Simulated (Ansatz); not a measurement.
Stepwise reaction of `OB(O)O` with hydrogen sulfide, as a gas-phase model of exchange steps in deposition or etching. ΔE in kJ/mol.

Computed with Ansatz on PBE0-D4/def2-TZVP structures; ΔE is electronic, products minus reactants. CCSD(T)/CBS adds triple-zeta CCSD(T) − MP2 to the extrapolated MP2 energy (def2 sets, frozen cores). This one scheme is used for every species. DFT in def2-TZVPP. B3LYP here is the variant with VWN-RPA as its local correlation; programs differ in this. Each species was taken in one conformer, which may not be the lowest.

```json
{"step": "1", "reaction": "`OB(O)O` + H₂S → `OB(O)S` + H₂O", "PBE-D4": "62.5", "B3LYP-D4": "73.6", "ωB97M-V": "73.9", "CCSD(T)/CBS": "68.8"}
{"step": "3", "reaction": "`OB(S)S` + H₂S → `SB(S)S` + H₂O", "PBE-D4": "43.3", "B3LYP-D4": "53.2", "ωB97M-V": "55.5", "CCSD(T)/CBS": "46.2"}
```

(1) Give the row of step 2, `OB(O)S` + H₂S → `OB(S)S` + H₂O. (Best estimate.)

(2) By hand: ΔE of the 3 steps together at CCSD(T)/CBS.

Results:

(1) Ansatz gave: 
| step | reaction | PBE-D4 | B3LYP-D4 | ωB97M-V | CCSD(T)/CBS |
| --- | --- | --- | --- | --- | --- |
| 2 | `OB(O)S` + H₂S → `OB(S)S` + H₂O | 48.4 | 59.4 | 60.7 | 53.8 |

(2) (68.8) + (53.8) + (46.2) = 168.8 kJ/mol, or 56.3 kJ/mol a step.

In ΔE each step is lower than the one before. All are uphill at CCSD(T)/CBS. PBE-D4 differs from CCSD(T)/CBS by -6.3 to -2.9 kJ/mol a step. Isolated molecules leave out the surface, adducts and barriers. Largest T1 diagnostic: 0.013.
